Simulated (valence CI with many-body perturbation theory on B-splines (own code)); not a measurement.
Values are calculated unless marked as measured or tabulated.
# Sensitivity of CI+MBPT for Ga¹⁶⁺

Method: relativistic CI+MBPT: five valence electrons over a frozen Dirac-Fock core [Ne], a basis of 6 s, 6 p, 5 d, 3 f, 1 g functions for each j, with the one-electron correlation potential Σ1, the two-electron term Σ2, the three-electron term Σ3, Breit, model QED; selected CI, second order for the rest, scaled by the run's own slope (own B-spline code, finite nucleus).

No measured levels were compared; by estimate levels of excited configurations hold to 0.05 to 0.15 % of their energy, terms of the ground configuration to about 0.5 %. Among the levels kept, up to 1100 cm⁻¹ of a level comes from second order outside the variational space, and about a tenth of that is noise between levels of different J, which matters for small intervals.

The reference run has the lowest level 3s2 3p3 4S°_3/2 and an ionisation energy of 593.985 eV. Its largest variational space holds 9999 state functions.

Names give the largest LS component (configuration and term), which can be under half, so a name can repeat, a term be missing and a line seem to break the LS rules; names also repeat where a configuration has a term twice. Letters in brackets count levels of one name in rising energy.

Changed runs:
A. correlating orbitals by l 3 3 3 2 1 → 2 4 2 0 3
B. scale of Σ1 1 → 0; scale of Σ2 1 → 0; three-electron term on → off; logarithmic knot step 0.27 → 0.4
C. factor on the speed of light 1 → 10; QED terms on → off; hole-hole ladder in Σ2 on → off
D. box radius (bohr) 4.9581 → 1.04 (bad on purpose)

Excitation energies of the reference run in cm⁻¹, and shifts in cm⁻¹:

```tsv
Level	Reference	A	B	C
3s2 3p3 2D°_3/2	53424	+1028	+521	+5223
3s2 3p3 2D°_5/2	68148	+1099	+408	-9503
3s2 3p3 2P°_1/2	105209	+1196	+798	-10405
3s2 3p3 2P°_3/2	129315	+1097	+451	-34512
3s 3p4 4P_5/2	383440	-526	+169	-28485
3s 3p4 4P_3/2	408296	-539	-13	-53119
3s 3p4 4P_1/2	416824	-496	+26	-61514
3s 3p4 2D_3/2	476069	+491	+1048	-40742
3s 3p4 2D_5/2	484330	+435	+871	-48997
3s2 3p2 3d 2P_3/2	540763	+1222	+2100	-34307
3s 3p4 2S_1/2 [a]	546779	+1409	+2433	
3s2 3p2 3d 4F_3/2	573033	+1627	+2576	-455
Ionisation energy (eV)	593.985	-0.155	-0.310	+1.888
```

A blank means that the level has no clear partner in that run.

Run D: It gave no result. The program said: "need at least one array to concatenate".
